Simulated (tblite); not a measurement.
Species: C7H7FN (doublet state).
Atom-mapped SMILES: `[CH2:1][c:2]1[cH:3][cH:4][c:5]([NH2:6])[cH:7][c:8]1[F:9]` (hydrogens: H10, H11 on C1; H12 on C3; H13 on C4; H14, H15 on N6; H16 on C7)

Computed geometry: GFN2-xTB, gas phase. This method treats the open shell by occupation alone, without spin polarisation.

**Question.** Give the optimised bond lengths and angles.

**Answer.** 
```csv
bond,length (Å)
C1–C2,1.373
C2–C3,1.427
C3–C4,1.366
C4–C5,1.405
C5–N6,1.373
C5–C7,1.403
C7–C8,1.366
C8–F9,1.353
C2–C8,1.426
C1–H10,1.074
C1–H11,1.074
C3–H12,1.079
C4–H13,1.081
N6–H14,1.006
N6–H15,1.006
C7–H16,1.080
```

A selection of angles:
```csv
angle,degrees
C1–C2–C3,122.9
C1–C2–C8,122.5
C3–C2–C8,114.6
C2–C3–C4,122.2
C3–C4–C5,121.2
C4–C5–N6,120.9
C4–C5–C7,118.5
N6–C5–C7,120.5
C5–C7–C8,119.8
C7–C8–F9,118.2
C2–C8–C7,123.6
C2–C8–F9,118.2
H14–N6–C5,117.5
H15–N6–C5,117.6
```

C1 (carbon bonded to C and 2 H) is planar (angles 121.2°, 121.0° and 117.9°, sum 360.0°, 0.00 Å off the plane of its three neighbours). The 6-membered ring C2–C3–C4–C5–C7–C8 has internal angles of 114.6° to 123.6° (sum 720°, against 720° for a flat polygon); it is planar, 0.00 Å rms from its mean plane, widest ring torsion 0°. N6 (nitrogen bonded to C and 2 H) has angles 117.6°, 117.5° and 115.9°, sum 350.9°, 0.19 Å off the plane of its three neighbours. C3 (carbon bonded to 2 C and H) is planar (angles 122.2°, 120.0° and 117.8°, sum 360.0°, 0.00 Å off the plane of its three neighbours). Of the pairs four or more bonds apart, F9···H10 is among the closest relative to their van der Waals radii: 2.51 Å, 94 % of the sum of Bondi's values. C5 (carbon bonded to 2 C and N) is planar (angles 120.9°, 120.5° and 118.5°, sum 359.9°, 0.02 Å off the plane of its three neighbours). C2 (carbon bonded to 3 C) is planar (angles 122.9°, 122.5° and 114.6°, sum 360.0°, 0.00 Å off the plane of its three neighbours).

Point group: near Cs, missed by 0.27 Å at most; the miss may be what the optimiser left on a soft mode. Its GFN2-xTB frequencies are all real (lowest 113 cm⁻¹). Torsions: H–C1–C2–C3 180° and 0°, C4–C5–N6–H -19° and -165°.

One conformer stands for the species.
